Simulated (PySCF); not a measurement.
## Working out the ionisation energy of Co⁺

Co⁺ [Ar] 3d8 (3F) → Co²⁺ [Ar] 3d7 (4F). Computed with PySCF 2.14 in ANO-RCC-VTZP (6s5p3d2f1g, 59 functions), with scalar relativity by spin-free X2C-1e. Frozen: [Ne]. Energies in hartree (1 hartree = 27.21139 eV):

```
            part   Co⁺ (lower)  Co²⁺ (upper)
             UHF  -1391.575819  -1391.034536
CCSD correlation     -0.532792     -0.449587
             (T)     -0.011196     -0.007912
```

Problem. What does Hartree-Fock give?

Solution. (-1391.034536) − (-1391.575819) = 0.541283 hartree = 14.729 eV.

Problem. What do CCSD and CCSD(T) give?

Solution. The CCSD correlation energies differ by 0.083205 hartree = 2.264 eV and the triples by 0.003284 hartree = 0.089 eV, so CCSD gives 16.993 eV and CCSD(T) 17.082 eV.

A first-order spin-orbit estimate adds -0.013 eV to CCSD(T) (valence and next inner shell), giving 17.069 eV against 17.084 eV (measured; NIST Atomic Spectra Database, ionization energies).

What remains against the reference includes basis incompleteness, the frozen core and higher excitations.
